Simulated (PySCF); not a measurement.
Compound: C3H5F3Si.
Bonds: C1–C2 (double), C2–C3, C3–Si4, Si4–F5, Si4–F6, Si4–F7. Hydrogens: H8, H9 on C1; H10 on C2; H11, H12 on C3.

Theory: PBE0-D3(BJ)/def2-SVP geometry optimisation, gas phase (PySCF).

Problem. What internal coordinates does the optimisation give?

Solution. 
```csv
bond,length (Å)
C1=C2,1.333
C2–C3,1.499
C3–Si4,1.844
"Si4–F5, Si4–F6, Si4–F7",1.604
C1–H8,1.095
C1–H9,1.092
C2–H10,1.097
"C3–H11, C3–H12",1.103
```

Bonds in one row agree within 0.01 Å and their mean is given. A selection of angles:
```csv
angle,degrees
C2–C1–H8,121.7
C2–C1–H9,121.2
H8–C1–H9,117.2
C1–C2–C3,125.1
C1–C2–H10,119.1
C3–C2–H10,115.8
C2–C3–Si4,111.0
C2–C3–H11,111.6
Si4–C3–H11,108.0
H11–C3–H12,107.3
C3–Si4–F5,111.2
F5–Si4–F6,107.2
```

Torsions: C1–C2–C3–Si4 -105° (anticlinal); C2–C3–Si4–F5 -55° (synclinal). The mirror-image conformer, all signs reversed, is as good.

Of the pairs four or more bonds apart, H8···H11 is among the closest relative to their van der Waals radii: 2.51 Å, 105 % of the sum of Bondi's values. All 3 F–Si bonds measure 1.602 to 1.604 Å. The 2 C–C bonds span 1.333 Å (C1=C2, drawn double) to 1.499 Å (C2–C3, drawn single), a spread of 0.166 Å. Si4 (fluorine-bound silicon) is tetrahedral (angles from 106.8° to 112.2°).

Point group: C1 (no symmetry element, even within 0.4 Å). Whether it is a minimum is left open (no frequencies). The numbers are those of one conformer.

On Arm Neoverse V2, one thread, no GPU, shared host with 32 logical CPUs at a one-minute load of 23, this took 71 s of wall time and 0.53 GiB of memory at its peak. That covers the optimisation of the geometry.
